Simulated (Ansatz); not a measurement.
Program: Ansatz. Geometries: PBE0-D4/def2-TZVP. ΔE: electronic, gas phase. CCSD(T)/CBS adds triple-zeta CCSD(T) − MP2 to the extrapolated MP2 energy (def2 sets, frozen cores). This one scheme is used for every species. Functionals use def2-TZVPP. Elements past krypton have def2 core potentials. For In outer-core shells are correlated without core-valence functions, which leaves a few kJ/mol of doubt a bond. One conformer a species, not always the lowest.

Reaction (redistribution): `C[Si](F)(S)Cl` + `[SiH3][In]([Cl])[Cl]` → `F[Si](S)(Cl)Cl` + `[CH3][In]([SiH3])[Cl]`

| level | ΔE (kcal/mol) | difference from CCSD(T)/CBS |
| --- | --- | --- |
| LDA (SPW92) | 12.0 | -1.4 |
| PBE-D4 | 12.7 | -0.7 |
| BLYP-D4 | 13.4 | 0.0 |
| r2SCAN-D4 | 13.9 | 0.5 |
| r2SCANh-D4 | 14.1 | 0.7 |
| r2SCAN0-D4 | 14.3 | 0.9 |
| BHLYP-D4 | 15.4 | 2.0 |
| PBE | 12.9 | -0.5 |
| revPBE | 13.1 | -0.3 |
| CAM-B3LYP | 14.6 | 1.2 |
| LC-ωPBE | 13.9 | 0.5 |
| CCSD/def2-SVP | 16.4 | 3.0 |
| CCSD(T)/def2-SVP | 16.1 | 2.7 |
| MP2/def2-TZVPP | 12.0 | -1.4 |
| CCSD/def2-TZVPP | 13.5 | 0.1 |
| HF/def2-QZVPP | 18.3 | 4.9 |
| CCSD(T)/CBS | 13.4 | 0 |

Largest T1 diagnostic among the species: 0.013.

From PBE to PBE0 (25 % exact exchange), in def2-TZVPP and without D4, ΔE moves by +0.9 kcal/mol. At CCSD(T), def2-SVP lies +2.7 kcal/mol from the extrapolated value and def2-TZVPP −0.4 kcal/mol. Leaving LDA and LC-ωPBE aside and taking each functional with its dispersion term where it has one, the values, not all of them listed here, spread over 3.0 kcal/mol, from revPBE-D4 to BHLYP-D4. LDA lies −0.9 kcal/mol from PBE without D4.
